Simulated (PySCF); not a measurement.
## Correlation energy of Sn⁺ (tin, charge +1)

[Kr] 4d10 5s1 5p1 6s1, high-spin 4P determinant (an excited configuration). Computed with PySCF 2.14 in aug-cc-pwCVDZ-PP with ECP28MDF (6s5p4d1f, 48 functions), with a scalar-relativistic core potential. Frozen: 4s2 4p6 4d10; 3 electrons correlated.

| level | correlation energy (mhartree) |
| --- | --- |
| CCSD | -10.69 |
| (T) | -0.07 |
| CCSD(T) | -10.76 |
| CCSDT | -10.79 |

Diagnostics: T1 = 0.019, D1 = 0.0462, largest double amplitude 0.044.

The outer electron is Rydberg-like, and this basis confines it to a smaller radius and binds it less than a complete one would.

Cost of the coupled-cluster step: roughly 0.6 core-seconds, for 3 correlated electrons.

Iterations:

```
CC2 = 0
CCSD nocc = (np.int64(3), np.int64(0)), nmo = (39, 39)
frozen orbitals [[0, 1, 2, 3, 4, 5, 6, 7, 8], [0, 1, 2, 3, 4, 5, 6, 7, 8]]
max_cycle = 100
direct = 0
conv_tol = 1e-08
conv_tol_normt = 1e-06
diis_space = 8
diis_start_cycle = 0
Init t2, MP2 energy = -0.00647901243804886
Init E_corr(UCCSD) = -0.00647901243814481
cycle = 1  E_corr(UCCSD) = -0.00885133979189118  dE = -0.00237232735  norm(t1,t2) = 0.0314147
cycle = 2  E_corr(UCCSD) = -0.00979968098245913  dE = -0.000948341191  norm(t1,t2) = 0.0146888
cycle = 3  E_corr(UCCSD) = -0.0105228516550077  dE = -0.000723170673  norm(t1,t2) = 0.00808876
cycle = 4  E_corr(UCCSD) = -0.0105329260017175  dE = -1.00743467e-05  norm(t1,t2) = 0.0047773
cycle = 5  E_corr(UCCSD) = -0.0106823459302004  dE = -0.000149419928  norm(t1,t2) = 0.00364469
cycle = 6  E_corr(UCCSD) = -0.0106771015798336  dE = 5.24435037e-06  norm(t1,t2) = 0.00134603
cycle = 7  E_corr(UCCSD) = -0.0107150398733574  dE = -3.79382935e-05  norm(t1,t2) = 0.000692108
cycle = 8  E_corr(UCCSD) = -0.0106853610689977  dE = 2.96788044e-05  norm(t1,t2) = 0.00029746
cycle = 9  E_corr(UCCSD) = -0.0106944470535548  dE = -9.08598456e-06  norm(t1,t2) = 9.07894e-05
cycle = 10  E_corr(UCCSD) = -0.0106927398814905  dE = 1.70717206e-06  norm(t1,t2) = 2.03991e-05
cycle = 11  E_corr(UCCSD) = -0.0106927921330307  dE = -5.22515403e-08  norm(t1,t2) = 2.37946e-06
cycle = 12  E_corr(UCCSD) = -0.0106927945812135  dE = -2.44818273e-09  norm(t1,t2) = 4.87798e-07
UCCSD converged
E(UCCSD) = -212.656633387664  E_corr = -0.01069279458121347
UCCSD(T) correction = -6.66877249182839e-05
```
